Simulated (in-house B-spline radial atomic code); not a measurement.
Values are calculated unless marked as measured or tabulated.
**From levels and matrix elements to observables: Ca XVIII (Ca17+)**

One electron outside the 1s2 core, from a B-spline radial code for spherical atoms: Brueckner orbitals with a screened correlation potential on Dirac-Hartree-Fock, Breit and QED terms for the lowest states, dipole elements in length form with static core polarisation. The core's own polarisability, by RPA, is 5.921e-05 bohr³.

| state | removal energy (cm⁻¹) | size of the reduced dipole element to 2s1/2 (a.u.) |
| --- | --- | --- |
| 2s1/2 | 9337644 | - |
| 3s1/2 | 4080424 | - |
| 2p1/2 | 9047620 | 0.2295 |
| 2p3/2 | 9006796 | 0.3261 |
| 3p1/2 | 4000143 | 0.1232 |
| 3p3/2 | 3988076 | 0.1721 |

Use R = 109737.3 cm⁻¹, 1 hartree = 219474.6 cm⁻¹, c = 137.036 and 1 a.u. of rate = 4.1341e16 s⁻¹.

(1) Find the quantum defects of the two s states and predict 4s1/2.

(2) What are the wavelength, oscillator strength and rate of 2s1/2–2p3/2?

Results:

(1) With n* = 18 √(R/E): 2s1/2 has n* = 1.9513, δ = 0.0487; 3s1/2 has n* = 2.9519, δ = 0.0481. Ritz's form δ = δ0 + b/n*² gives b = 0.004, δ0 = 0.0477, so with n* ≈ 4 − 0.0481, δ = 0.0479 and E = R × 18²/(4 − 0.0479)² = 2276427 cm⁻¹. The program finds 2277081 cm⁻¹.

(2) ΔE = 330848 cm⁻¹ = 1.50745 hartree, λ = 30.225 nm in vacuum. f = (2/3) ΔE D²/(2j + 1 of the lower state) = (2/3) × 1.50745 × 0.3261²/2 = 0.0534. A = (4/3) ΔE³ D²/(c³ (2j' + 1)) = 4.7186e-08 a.u. = 1.951e+09 s⁻¹, a partial lifetime of 0.5126 ns.
